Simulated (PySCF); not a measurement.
ClSi, SMILES Cl[Si] (connectivity only; charge and spin as stated), charge +1, multiplicity 1.

Geometry optimised at PBE-D3(BJ)/def2-TZVPD.

Two levels are set side by side: TDA-PBE/def2-TZVPD (PySCF) and EOM-CCSD/aug-cc-pVDZ (PySCF). Vertical, same geometry; the bases differ. Differences are taken from unrounded values.

```
quantity                                      EOM-CCSD  TDA-PBE  TDA-PBE minus EOM-CCSD
--------------------------------------------  --------  -------  ----------------------
lowest singlet excitation (eV)                    5.62     5.22                   -0.39
lowest triplet excitation (TDA for PBE) (eV)      3.83     3.66                   -0.17
```

A lower first singlet is the usual sign of a functional without exact exchange. Differences between two approximate levels are no errors against the true value.

Rough cost on one machine, each run with all the roots and properties that it gave: EOM-CCSD against TDA-PBE within a factor of 2.
